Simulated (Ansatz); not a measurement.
CH8AlBOSi can be A, `CB(O)[SiH2][AlH2]`, or B, `[CH3][Al]([SiH3])[BH]O`.

Calculated with Ansatz (gas phase, PBE0-D4/def2-TZVP geometries, no zero-point term in ΔE). CCSD(T)/CBS is the MP2 limit (def2-TZVPP, def2-QZVPP) plus CCSD(T) − MP2 in def2-TZVPP, frozen cores. Functionals use def2-TZVPP. Each species was taken in one conformer, which may not be the lowest.

(1) Which is lower in electronic energy at CCSD(T)/CBS, and by how much? (Estimate.)

(2) Give E(B) − E(A) in kJ/mol with CCSD(T)/def2-SVP, B2PLYP, CCSD(T)/def2-TZVPP, PBE-D4, r2SCAN-D4, HF/def2-TZVPP, PBE0-D4. (Estimate.)

(3) Does the order hold for the free energy at 298.15 K (harmonic terms from PBE0-D4)? (Estimate.)

Largest T1 diagnostic: 0.014.

Answers

(1) Computed: A, by 32.1 kJ/mol.

(2) The calculation gave: CCSD(T)/def2-SVP 44.9, B2PLYP 32.9, CCSD(T)/def2-TZVPP 32.5, PBE-D4 36.7, r2SCAN-D4 39.5, HF/def2-TZVPP 36.5, PBE0-D4 37.8. None reverses the order clearly.

(3) Computed: Yes: G(B) − G(A) = +31.4 kJ/mol, for one conformer each. Modes under 60 cm⁻¹, often nearly free rotors, make the harmonic entropy too high.

The D4 term adds +3.6 kJ/mol with B3LYP and +1.8 kJ/mol with PBE0; it sums over pairs of atoms, weighted by their polarisabilities, and B3LYP, whose exchange is more repulsive, gets the larger term. Leaving LDA and LC-ωPBE aside and taking each functional with its dispersion term where it has one, the values, not all of them listed here, spread over 32.4 kJ/mol, from B2PLYP to B97M-V. LDA lies +7.8 kJ/mol from PBE without D4.

B3LYP here is the variant with VWN-RPA as its local correlation; programs differ in this.
